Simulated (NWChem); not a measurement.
System: CH$_{5}$ClOSi; SMILES C[Si@H](O)Cl

The following NWChem deck was run.

```
start job
memory heap 200 mb stack 900 mb global 1100 mb
geometry units angstroms noautoz
  C     -1.435276    -1.264548     0.240214
  Si     0.100863    -0.419831    -0.385359
  O      1.493241    -1.031529     0.271114
  Cl    -0.069332     1.599939     0.084436
  H     -1.566353    -1.104153     1.321598
  H     -1.380281    -2.348464     0.052681
  H     -2.327161    -0.868651    -0.269587
  H      0.269367    -0.541815    -1.852401
  H      1.623791    -0.931553     1.218722
end
basis spherical
  C library def2-svp
  Si library def2-svp
  O library def2-svp
  Cl library def2-svp
  H library def2-svp
end
dft
  xc m06-l
  grid coarse
  iterations 150
  mulliken
end
task dft gradient
```

Parts of the log:

```
             Northwest Computational Chemistry Package (NWChem) 7.3.0
             --------------------------------------------------------

 C1  symmetry detected

                             Geometry "geometry" -> ""
                             -------------------------

 Output coordinates in angstroms (scale by  1.889725989 to convert to a.u.)

  No.       Tag          Charge          X              Y              Z
 ---- ---------------- ---------- -------------- -------------- --------------
    1 C                    6.0000    -1.48721662    -1.19658536     0.25880334
    2 Si                  14.0000     0.07293627    -0.41612262    -0.39035941
    3 O                    8.0000     1.44868202    -1.08862746     0.24123271
    4 Cl                  17.0000    -0.00313711     1.60758630     0.08709170
    5 H                    1.0000    -1.59333959    -1.03413184     1.34261414
    6 H                    1.0000    -1.48162058    -2.28126891     0.06776083
    7 H                    1.0000    -2.36975856    -0.76146336    -0.23503766
    8 H                    1.0000     0.21167401    -0.54058954    -1.86030695
    9 H                    1.0000     1.59911143    -0.99726486     1.18676076

 Effective nuclear repulsion energy (a.u.)     222.5215044637

                                 NWChem DFT Module
                                 -----------------

 Summary of "ao basis" -> "ao basis" (spherical)
 ------------------------------------------------------------------------------
       Tag                 Description            Shells   Functions and Types
 ---------------- ------------------------------  ------  ---------------------
 C                          def2-svp                 6       14   3s2p1d
 Si                         def2-svp                 8       18   4s3p1d
 O                          def2-svp                 6       14   3s2p1d
 Cl                         def2-svp                 8       18   4s3p1d
 H                          def2-svp                 3        5   2s1p

            General Information
            -------------------
          SCF calculation type: DFT
          Wavefunction type:  closed shell.
          No. of atoms     :     9
          No. of electrons :    50
           Alpha electrons :    25
            Beta electrons :    25
          Charge           :     0
          Spin multiplicity:     1
          Use of symmetry is: off; symmetry adaption is: off
          Maximum number of iterations: 150
          AO basis - number of functions:    89
                     number of shells:    43
          Convergence on energy requested:  1.00D-06
          Convergence on density requested:  1.00D-05
          Convergence on gradient requested:  5.00D-04

              XC Information
              --------------
                        M06-L Method XC Functional
                         M06-L Exchange Functional  1.000
                       M06-L Correlation Potential  1.000

             Grid Information
             ----------------
          Grid used for XC integration:  coarse
          Radial quadrature: Mura-Knowles
          Angular quadrature: Lebedev.
          Tag              B.-S. Rad. Rad. Pts. Rad. Cut. Ang. Pts.
          ---              ---------- --------- --------- ---------
          C                   0.70       35           9.0       302
          Si                  1.10       70           8.0       302
          O                   0.60       35          10.0       302
          Cl                  1.00       70          11.0       302
          H                   0.35       35          11.0       302
          Grid pruning is: on
          Number of quadrature shells:   385
          Spatial weights used:  Erf1

      Superposition of Atomic Density Guess
      -------------------------------------

 Sum of atomic energies:        -862.87442297

      Non-variational initial energy
      ------------------------------

 Total energy =    -864.398281
 1-e energy   =   -1634.061011
 2-e energy   =     547.141225
 HOMO         =      -0.368444
 LUMO         =       0.072552

     ---------------------------------------------
      Total Density - Mulliken Population Analysis
     ---------------------------------------------

    Atom       Charge   Shell Charges
 -----------   ------   -------------------------------------------------------
    1 C    6     6.60   1.99  0.96  0.28  2.12  1.24  0.01
    2 Si  14    12.86   2.00  1.99  0.92  0.13  5.93  0.92  0.68  0.28
    3 O    8     8.77   1.99  1.10  0.63  3.10  1.94  0.00
    4 Cl  17    17.44   2.00  1.99  1.22  0.72  5.94  2.16  3.38  0.01
    5 H    1     0.86   0.65  0.19  0.03
    6 H    1     0.86   0.65  0.19  0.03
    7 H    1     0.86   0.65  0.18  0.03
    8 H    1     1.10   0.71  0.38  0.01
    9 H    1     0.65   0.52  0.07  0.06

   convergence    iter        energy       DeltaE   RMS-Dens  Diis-err
 ---------------- ----- ----------------- --------- --------- ---------
 d= 0,ls=0.0,diis     1   -865.7386989782 -1.09D+03  1.40D-02  5.49D-01
 d= 0,ls=0.0,diis     2   -865.6842676355  5.44D-02  8.97D-03  1.14D+00
 d= 0,ls=0.0,diis     3   -865.8014900294 -1.17D-01  1.84D-03  3.66D-02
 d= 0,ls=0.0,diis     4   -865.8044035209 -2.91D-03  8.25D-04  6.00D-03
 d= 0,ls=0.0,diis     5   -865.8024044470  2.00D-03  5.75D-04  7.02D-04
  Resetting Diis
 d= 0,ls=0.0,diis     6   -865.8025650956 -1.61D-04  6.14D-04  2.07D-04
 d= 0,ls=0.0,diis     7   -865.8026208553 -5.58D-05  1.71D-04  6.27D-05
 d= 0,ls=0.0,diis     8   -865.8026123103  8.55D-06  8.93D-05  1.29D-04
 d= 0,ls=0.0,diis     9   -865.8026303318 -1.80D-05  7.40D-06  4.20D-07
 d= 0,ls=0.0,diis    10   -865.8026303561 -2.42D-08  3.83D-06  1.99D-07

         Total DFT energy =     -865.802630356055
      One electron energy =    -1637.589986126967
           Coulomb energy =      614.422445104243
    Exchange-Corr. energy =      -65.156593797004
 Nuclear repulsion energy =      222.521504463673

 Numeric. integr. density =       50.000013491332

                       DFT Final Molecular Orbital Analysis
                       ------------------------------------

 Vector   23  Occ=2.000000D+00  E=-2.951035D-01
              MO Center=  3.9D-01,  4.4D-01,  1.1D-01, r^2= 3.4D+00
   Bfn.  Coefficient  Atom+Function         Bfn.  Coefficient  Atom+Function
  ----- ------------  ---------------      ----- ------------  ---------------
    59      0.483506  4 Cl pz                56      0.349030  4 Cl pz
    36      0.309458  3 O  px                39      0.235104  3 O  px
    53      0.204328  4 Cl pz                37      0.165050  3 O  py
     4      0.130202  1 C  px                40      0.130388  3 O  py
    38     -0.100975  3 O  pz                57      0.084236  4 Cl px

 Vector   24  Occ=2.000000D+00  E=-2.831580D-01
              MO Center=  4.1D-01,  6.6D-01,  1.3D-01, r^2= 3.2D+00
   Bfn.  Coefficient  Atom+Function         Bfn.  Coefficient  Atom+Function
  ----- ------------  ---------------      ----- ------------  ---------------
    57      0.523421  4 Cl px                54      0.379470  4 Cl px
    37     -0.359907  3 O  py                40     -0.272048  3 O  py
    51      0.221335  4 Cl px                58     -0.095899  4 Cl py
    59      0.082126  4 Cl pz                55     -0.068579  4 Cl py
    56      0.061702  4 Cl pz                36     -0.057920  3 O  px

 Vector   25  Occ=2.000000D+00  E=-2.731891D-01
              MO Center= -9.8D-02,  9.8D-02, -1.2D-01, r^2= 3.9D+00
   Bfn.  Coefficient  Atom+Function         Bfn.  Coefficient  Atom+Function
  ----- ------------  ---------------      ----- ------------  ---------------
    59      0.340024  4 Cl pz                56      0.246451  4 Cl pz
     4     -0.238361  1 C  px                57     -0.215509  4 Cl px
    80      0.202723  8 H  s                 36     -0.184209  3 O  px
     3     -0.175170  1 C  s                 81      0.166792  8 H  s
     7     -0.164854  1 C  px                58     -0.160493  4 Cl py

 Vector   26  Occ=0.000000D+00  E= 3.030212D-02
              MO Center=  6.0D-01, -7.0D-01,  3.6D-01, r^2= 4.3D+00
   Bfn.  Coefficient  Atom+Function         Bfn.  Coefficient  Atom+Function
  ----- ------------  ---------------      ----- ------------  ---------------
    35      0.793044  3 O  s                 86     -0.683896  9 H  s
    25     -0.551787  2 Si px                26      0.409761  2 Si py
    76     -0.341746  7 H  s                 27     -0.254905  2 Si pz
     3      0.245829  1 C  s                 34      0.200291  3 O  s
    41      0.183690  3 O  pz                22     -0.177991  2 Si px

 Vector   27  Occ=0.000000D+00  E= 4.257235D-02
              MO Center=  2.8D-02, -6.5D-02, -2.4D-01, r^2= 3.6D+00
   Bfn.  Coefficient  Atom+Function         Bfn.  Coefficient  Atom+Function
  ----- ------------  ---------------      ----- ------------  ---------------
    26      0.824830  2 Si py                58      0.591798  4 Cl py
    17      0.526582  2 Si s                 50     -0.517163  4 Cl s
    18      0.410764  2 Si s                 23      0.369419  2 Si py
    71      0.336243  6 H  s                 66     -0.248806  5 H  s
    49     -0.238523  4 Cl s                 16      0.230102  2 Si s

 Vector   28  Occ=0.000000D+00  E= 6.364960D-02
              MO Center= -7.8D-01, -8.4D-01,  1.3D-01, r^2= 5.4D+00
   Bfn.  Coefficient  Atom+Function         Bfn.  Coefficient  Atom+Function
  ----- ------------  ---------------      ----- ------------  ---------------
     3      1.937756  1 C  s                 66     -1.047327  5 H  s
    18     -0.869131  2 Si s                 25      0.790800  2 Si px
    81      0.666608  8 H  s                 71     -0.524737  6 H  s
    86     -0.443586  9 H  s                 27      0.381978  2 Si pz
    76     -0.312157  7 H  s                  2      0.230359  1 C  s

     ---------------------------------------------
      Total Density - Mulliken Population Analysis
     ---------------------------------------------

    Atom       Charge   Shell Charges
 -----------   ------   -------------------------------------------------------
    1 C    6     6.42   1.99  0.90  0.33  2.10  1.10  0.01
    2 Si  14    13.16   2.00  1.99  1.02 -0.02  5.93  1.20  0.65  0.40
    3 O    8     8.45   1.99  1.09  0.65  2.86  1.85  0.01
    4 Cl  17    17.35   2.00  1.99  1.23  0.75  5.93  2.14  3.29  0.02
    5 H    1     0.91   0.74  0.14  0.03
    6 H    1     0.91   0.74  0.14  0.03
    7 H    1     0.90   0.74  0.14  0.03
    8 H    1     1.11   0.77  0.32  0.01
    9 H    1     0.79   0.68  0.05  0.07

     -------------------------------------------
      Total Density - Lowdin Population Analysis
     -------------------------------------------

    Atom       Charge   Shell Charges
 -----------   ------   -------------------------------------------------------
    1 C    6     6.28   1.97  0.60  0.34  1.89  1.43  0.04
    2 Si  14    13.49   2.00  1.93  0.64  0.29  5.81  1.23  0.96  0.62
    3 O    8     8.23   1.97  0.89  0.60  2.70  2.06  0.01
    4 Cl  17    17.12   2.00  1.96  1.04  0.81  5.82  2.27  3.20  0.02
    5 H    1     0.96   0.63  0.25  0.07
    6 H    1     0.96   0.63  0.25  0.07
    7 H    1     0.95   0.63  0.25  0.07
    8 H    1     1.11   0.67  0.41  0.02
    9 H    1     0.91   0.56  0.17  0.19

     Multipole analysis of the density
     ---------------------------------

     L   x y z        total         alpha         beta         nuclear
     -   - - -        -----         -----         ----         -------
     0   0 0 0     -0.000000    -25.000000    -25.000000     50.000000

     1   1 0 0     -0.351012     -0.175506     -0.175506      0.000000
     1   0 1 0     -0.587405     -0.293702     -0.293702      0.000000
     1   0 0 1      0.485024      0.242512      0.242512     -0.000000

     2   2 0 0    -28.771442    -91.318247    -91.318247    153.865052
     2   1 1 0      1.084317     -4.231043     -4.231043      9.546403
     2   1 0 1      1.985230      1.163199      1.163199     -0.341169
     2   0 2 0    -30.305996   -144.728852   -144.728852    259.151708
     2   0 1 1     -1.020039      1.001671      1.001671     -3.023381
     2   0 0 2    -26.569741    -30.892506    -30.892506     35.215271

            General Information
            -------------------
          SCF calculation type: DFT
          Wavefunction type:  closed shell.
          No. of atoms     :     9
          No. of electrons :    50
           Alpha electrons :    25
            Beta electrons :    25
          Charge           :     0
          Spin multiplicity:     1
          Use of symmetry is: off; symmetry adaption is: off
          Maximum number of iterations: 150
          AO basis - number of functions:    89
                     number of shells:    43
          Convergence on energy requested:  1.00D-06
          Convergence on density requested:  1.00D-05
          Convergence on gradient requested:  5.00D-04

              XC Information
              --------------
                        M06-L Method XC Functional
                         M06-L Exchange Functional  1.000
                       M06-L Correlation Potential  1.000

             Grid Information
             ----------------
          Grid used for XC integration:  coarse
          Radial quadrature: Mura-Knowles
          Angular quadrature: Lebedev.
          Tag              B.-S. Rad. Rad. Pts. Rad. Cut. Ang. Pts.
          ---              ---------- --------- --------- ---------
          C                   0.70       35           9.0       302
          Si                  1.10       70           8.0       302
          O                   0.60       35          10.0       302
          Cl                  1.00       70          11.0       302
          H                   0.35       35          11.0       302
          Grid pruning is: on
          Number of quadrature shells:   385
          Spatial weights used:  Erf1

          Convergence Information
          -----------------------
          Convergence aids based upon iterative change in
          total energy or number of iterations.
          Levelshifting, if invoked, occurs when the
          HOMO/LUMO gap drops below (HL_TOL):  1.00D-02
          DIIS, if invoked, will attempt to extrapolate
          using up to (NFOCK): 10 stored Fock matrices.

                    Damping( 0%)  Levelshifting(0.5)       DIIS
                  --------------- ------------------- ---------------
          dE  on:    start            ASAP                start
          dE off:    2 iters        150 iters           150 iters

                            NWChem DFT Gradient Module
                            --------------------------

  charge          =   0.00
  wavefunction    = closed shell

                         DFT ENERGY GRADIENTS

    atom               coordinates                        gradient
                 x          y          z           x          y          z
   1 C      -2.810432  -2.261218   0.489067   -0.002158  -0.001138   0.001099
   2 Si      0.137830  -0.786358  -0.737672    0.002190   0.000992   0.002818
   3 O       2.737612  -2.057208   0.455864   -0.001121   0.000232  -0.000232
   4 Cl     -0.005928   3.037898   0.164579    0.000171  -0.000010   0.000122
   5 H      -3.010975  -1.954226   2.537173    0.000394   0.000411   0.001240
   6 H      -2.799857  -4.310973   0.128049    0.000712  -0.001170  -0.000520
   7 H      -4.478194  -1.438957  -0.444157   -0.000384   0.000837  -0.001042
   8 H       0.400006  -1.021566  -3.515470   -0.000122  -0.000210  -0.004038
   9 H       3.021882  -1.884557   2.242653    0.000318   0.000056   0.000554
```

Level: M06-L/def2-SVP. Coordinates come from a PBE0/def2-SVP optimisation.
